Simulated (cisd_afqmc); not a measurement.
Input (AFQMC/CISD/def2-SVP; cisd_afqmc is a phaseless AFQMC code with CISD trial states that reads the integrals written by Ansatz):

Ansatz 0.2 input:
```python
import cisd_afqmc

open("ham.yaml", "w").write("""\
crystal:
  periodic: [false, false, false]
  atoms:
    - {symbol: K, position_ang: [-0.00000000, -0.00000000, -2.27610594]}
    - {symbol: I, position_ang: [0.00000000, 0.00000000, 0.81596251]}
basis:
  gaussian:
    orbitals: def2-SVP
magnetization: {spin_polarized: false}
correlation: {method: ccsd, electrons: outside_noble_gas, hamiltonian_folder: ham}
""")
rep = cisd_afqmc.ansatz("ham.yaml")
e_ccsd = rep["correlation"]["coupled_cluster"]["energy"]["hartree"]
out = cisd_afqmc.run("ham", e_ccsd, trial="CISD", walkers=200, populations=8, threads=8, dt=0.005, steps=40, early=36, settle=10, least=32,
    cut=5e-5, rank_cut=2e-4, target=0.0004, seconds=1500, seed=1, memory=17280, gpu=False)
```

Output:

```
orbitals 32, occupied [4], factors 168 of 564, rank of the doubles 40 of 112
E(HF) = -895.823509
E(CCSD) on the cut factors = -895.932933, shift to the whole factors 0.000002
Energy of the trial state on the determinant = -895.932819
  tau behind 10.8 of longer steps, mean of the populations' last blocks
   2.0  -895.93461
   4.0  -895.93460
   6.0  -895.93438
   8.0  -895.93450
blocks 276 (0 outliers left out), error by blocks joined: 1: 0.00004, 2: 0.00005, 4: 0.00006, 8: 0.00007, 16: 0.00007
E(AFQMC/CISD) = -895.93448 +/- 0.00007
```
